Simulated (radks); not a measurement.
Radial electron density D(r) = 4 pi r^2 rho(r) of an atom or ion with 10 electrons. Method: scalar-relativistic Kohn-Sham, r2SCAN, spin-polarised, spherical densities, finite nucleus; meta-GGA in the generalised Kohn-Sham scheme; Fermi nuclear charge, rms radius of each element as measured or else 0.836 A^(1/3) + 0.57 fm; computed with a radial shooting solver on a logarithmic mesh with Libxc functionals.

```
   r/bohr * D(r) (the largest magnitude, 15.8, reaches the edge; | marks zero)
 0.003585 |*
 0.004378 |*
 0.005348 | *
 0.006531 |  *
 0.007978 |   *
 0.009744 |     *
   0.0119 |       *
  0.01454 |          *
  0.01775 |              *
  0.02169 |                   *
  0.02649 |                         *
  0.03235 |                                *
  0.03951 |                                       *
  0.04826 |                                              *
  0.05895 |                                                    *
    0.072 |                                                      *
  0.08794 |                                                     *
   0.1074 |                                                *
   0.1312 |                                         *
   0.1602 |                                   *
   0.1957 |                                 *
    0.239 |                                   *
    0.292 |                                         *
   0.3566 |                                               *
   0.4356 |                                                *
    0.532 |                                          *
   0.6498 |                               *
   0.7936 |                  *
   0.9694 |        *
    1.184 |  *
    1.446 |*
    1.766 *
```

What is the nuclear charge?

Answer. Z = 14. The innermost maximum, from 1s, lies near gamma/Z bohr with gamma = sqrt(1 - (Z/c)^2) = 0.995, here 0.0711 bohr (found: 0.0749), and its height grows with Z. The density is that of the silicon ion Si4+ in [Ne]; the configuration itself is not fixed sharply by these data, and Z only to about a unit. D(r) has 2 maxima, at r = 0.0749, 0.405 bohr, and minima at 0.196 bohr, inside which lie 2.20 electrons.
